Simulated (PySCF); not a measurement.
Compound: C₇H₁₅F.
SMILES with atom numbers: `[CH3:1][CH:2]([CH3:3])[C:4]([CH3:5])([CH3:6])[CH2:7][F:8]` (hydrogens: H9, H10, H11 on C1; H12 on C2; H13, H14, H15 on C3; H16, H17, H18 on C5; H19, H20, H21 on C6; H22, H23 on C7)

Theory: PySCF, PBE0-D3(BJ)/def2-SVP geometry optimisation, gas phase.

Q: Give the optimised bond lengths and angles.

A: 
| bond | length (pm) | order |
| --- | --- | --- |
| C1–C2, C2–C3 | 152.8 | single |
| C2–C4 | 155.5 | single |
| C4–C5, C4–C6 | 153.1 | single |
| C4–C7 | 152.9 | single |
| C7–F8 | 137.7 | single |
| C1–H9 and 5 like bonds | 110.1 | single |
| C2–H12 | 110.7 | single |
| C5–H16 and 5 like bonds | 110.0 | single |
| C7–H22, C7–H23 | 110.3 | single |

Bonds in one row agree within 1 pm and their mean is given. Orders are formal, as drawn. A selection of angles:
| angle | degrees |
| --- | --- |
| C1–C2–C3 | 109.4 |
| C1–C2–C4 | 114.4 |
| C2–C4–C5 | 110.2 |
| C2–C4–C6 | 112.7 |
| C2–C4–C7 | 108.6 |
| C5–C4–C6 | 109.4 |
| C5–C4–C7 | 107.4 |
| C4–C7–F8 | 110.8 |

Torsions: C1–C2–C4–C5 172° (antiperiplanar); C2–C4–C7–F8 174° (antiperiplanar). The mirror-image conformer, all signs reversed, is as good.

The 6 C–C bonds span 1.527 Å (C2–C3, drawn single) to 1.555 Å (C2–C4, drawn single), a spread of 0.028 Å. Of the pairs four or more bonds apart, F8···H16 is among the closest relative to their van der Waals radii: 2.37 Å, 89 % of the sum of Bondi's values.

Point group: C1 (no symmetry element, even within 0.4 Å). No frequency check. The numbers are those of one conformer.
